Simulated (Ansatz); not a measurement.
Cost and result up the ladder for Al₂Ga₂As₄ (8 atoms). Charge 0, multiplicity 1. Geometry: PBE-D4/def2-SVP.

```xyz
8

Al    1.7843   -0.0794    0.2541
Al   -0.2136    0.2848   -1.6008
Ga   -1.2457   -2.5079    0.5611
Ga   -0.2255    2.6298   -0.0508
As    0.9765   -1.6728    1.7523
As   -2.2545   -0.2794   -0.6500
As    1.9088    1.3677   -1.6384
As   -0.7304    0.2572    1.3725
```

Ansatz on 4 threads of Intel Xeon on a shared host. Times are rough, and most runs start from the orbitals of an earlier one. PBE0-D4/def2-TZVP serves as the yardstick here, not as an exact answer. Differences are given only for rows in sets of like size (and for xTB, whose basis is part of the method), since another set adds its own error. Binding counts from free atoms at the same level (Al doublet, Ga doublet, As quartet; other spins of the atoms weren't run), without zero-point energy or a counterpoise term.

Correlated methods freeze 64 core orbitals; core or outer-core shells of Ga, As are correlated, in sets that lack core-valence functions. The rows differ in basis, and correlated rows in double-zeta sets carry the largest basis error. Another isomer (singlet) lies 0.17 eV lower at PBE0-D4/def2-TZVP; other spin states weren't run for this one.

Correlated methods converge slowly with the basis, most of all in double-zeta sets.

```json
{"level": "r2SCAN-D4/def2-TZVP", "functions": "362", "binding energy per atom (eV)": "2.59", "difference from PBE0-D4/def2-TZVP (eV)": "0.03"}
{"level": "PBE-D4/def2-SVP", "functions": "228", "binding energy per atom (eV)": "2.70", "difference from PBE0-D4/def2-TZVP (eV)": "–"}
{"level": "RPA@PBE/def2-SVP", "functions": "228", "binding energy per atom (eV)": "2.02", "difference from PBE0-D4/def2-TZVP (eV)": "–"}
{"level": "LDA (SPW92)/def2-TZVP (with forces)", "functions": "362", "binding energy per atom (eV)": "3.18", "difference from PBE0-D4/def2-TZVP (eV)": "0.62"}
{"level": "PBE0-D4/def2-SVP", "functions": "228", "binding energy per atom (eV)": "2.54", "difference from PBE0-D4/def2-TZVP (eV)": "–"}
{"level": "PBE-QIDH/def2-TZVP", "functions": "362", "binding energy per atom (eV)": "2.50", "difference from PBE0-D4/def2-TZVP (eV)": "-0.06"}
{"level": "MP2/def2-SVP", "functions": "228", "binding energy per atom (eV)": "2.23", "difference from PBE0-D4/def2-TZVP (eV)": "–"}
{"level": "PBE-D4/def2-TZVP", "functions": "362", "binding energy per atom (eV)": "2.71", "difference from PBE0-D4/def2-TZVP (eV)": "0.15"}
{"level": "PBE0-D4/def2-TZVP", "functions": "362", "binding energy per atom (eV)": "2.56", "difference from PBE0-D4/def2-TZVP (eV)": "0.00"}
```

Estimate how long each takes.

PBE-D4/def2-SVP 9.1 s; LDA (SPW92)/def2-TZVP (with forces) 16 s; PBE-D4/def2-TZVP 18 s; RPA@PBE/def2-SVP 25 s; PBE0-D4/def2-SVP 26 s; MP2/def2-SVP 30 s; r2SCAN-D4/def2-TZVP 36 s; PBE0-D4/def2-TZVP 74 s; PBE-QIDH/def2-TZVP 82 s. On shared hardware such times vary by a factor of up to 3.
